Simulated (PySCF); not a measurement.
How methods differ on the interval between two levels of Os

Os [Xe] 4f14 5d6 6s2 [5D4, M_J = 4] → Os [Xe] 4f14 5d5 6s2 6p1 [7P4, M_J = 4], as a difference of total energies. Calculation: PySCF 2.14, in x2c-SVPall-2c with one added diffuse shell each of s, d type (8s9p10d2f, 99 functions); the two-component X2C-1e Hamiltonian. "Screened" scales the spin-orbit matrix elements by Boettger's factors to mimic the two-electron term; Breit and QED terms are absent.

```
                   method  interval between two levels (cm⁻¹)
          GHF (spin-free)                               23443
GHF (screened spin-orbit)                               28236
```

The labels give the starting determinants; with spin-orbit coupling the two ends relaxed to ⟨J²⟩ = 20.09, ⟨L²⟩ = 6.82, ⟨S²⟩ = 5.72 and ⟨J²⟩ = 21.09, ⟨L²⟩ = 3.34, ⟨S²⟩ = 11.69.

The determinant of the upper state mixes levels of different J (the jj label is only the starting occupation), so the difference between spin-free and spin-orbit rows is not the physical spin-orbit shift.
